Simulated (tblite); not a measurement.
C3H3ClFSi (doublet state).
Atom-mapped SMILES: `[F:1][C:2]1[C:3]([SiH3:4])=[C:5]1[Cl:6]` (hydrogens: H7, H8, H9 on Si4)

The geometry is computed with GFN2-xTB (gas phase). This method treats the open shell by occupation alone, without spin polarisation.

(1) Give the optimised bond lengths and angles.

Results:

(1) 
```
                  bond  length (pm)
                 F1–C2        136.3
                 C2–C3        149.6
                C3–Si4        186.1
                 C3=C5        134.8
                C5–Cl6        166.5
                 C2–C5        142.6
Si4–H7, Si4–H8, Si4–H9        146.2
```

Bonds in one row agree within 1 pm and their mean is given. A selection of angles:
```
    angle  degrees
 F1–C2–C3    125.8
 F1–C2–C5    125.9
 C3–C2–C5     54.9
C2–C3–Si4    149.8
 C2–C3–C5     59.9
Si4–C3–C5    148.5
C3–Si4–H7    108.2
H7–Si4–H8    111.0
C3–C5–Cl6    146.3
 C2–C5–C3     65.2
C2–C5–Cl6    148.4
```

Dihedral angles: F1–C2–C3–Si4 52° (synclinal); C2–C3–C5–Cl6 176° (antiperiplanar); F1–C2–C5–C3 112° (anticlinal). The mirror-image conformer, all signs reversed, is as good.

The 3-membered ring C2–C3–C5 has internal angles of 54.9° to 65.2°. C2 (carbon bonded to 2 C and F) is pyramidal (angles 125.9°, 125.8° and 54.9°, sum 306.6°, 0.55 Å off the plane of its three neighbours). C5 (carbon bonded to 2 C and Cl) is planar (angles 148.4°, 146.3° and 65.2°, sum 359.9°, 0.03 Å off the plane of its three neighbours). C3 (carbon bonded to 2 C and Si) is almost planar (angles 149.8°, 148.5° and 59.9°, sum 358.2°, 0.10 Å off the plane of its three neighbours). The C–C distances run from 1.348 Å (C3=C5, drawn double in one of several resonance forms) to 1.496 Å (C2–C3, drawn single in one of several resonance forms), a spread of 0.148 Å. Si4 (silicon bonded to C and 3 H) is tetrahedral (angles from 106.7° to 112.1°).

Point group: C1 (no symmetry element, even within 0.4 Å). Its lowest GFN2-xTB frequency is 12i cm⁻¹, too small to tell a flat minimum from a shallow saddle. 2 starts were optimised and ended at 0.00 and 0.05 kcal/mol (GFN2-xTB); the lowest of these is shown.
